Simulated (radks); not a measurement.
Results of a calculation; reference values are marked as such.
Ca, configuration [Ar] 4s2. Level of theory: non-relativistic Kohn-Sham, TPSS, spin-polarised, spherical densities, point nucleus; meta-GGA in the generalised Kohn-Sham scheme (a radial shooting solver on a logarithmic mesh with Libxc functionals). Some entries of the table are withheld. Estimate them.

orbital,occ.,eigenvalue (eV),<r^2> (bohr^2),<1/r> (bohr^-1)
1s,2,-3938.803,(1),(2)
2s,2,-413.0423,(3),4.012
2p,6,-335.4284,0.1335,(4)
3s,2,-47.4949,1.555,1.198
3p,6,-28.4242,1.902,1.074
4s,2,(5),19.02,0.3125

Answer. 
(1) 1s <r^2> (bohr^2): 0.008024
(2) 1s <1/r> (bohr^-1): 19.54
(3) 2s <r^2> (bohr^2): 0.1587
(4) 2p <1/r> (bohr^-1): 3.934
(5) 4s eigenvalue (eV): -3.7735
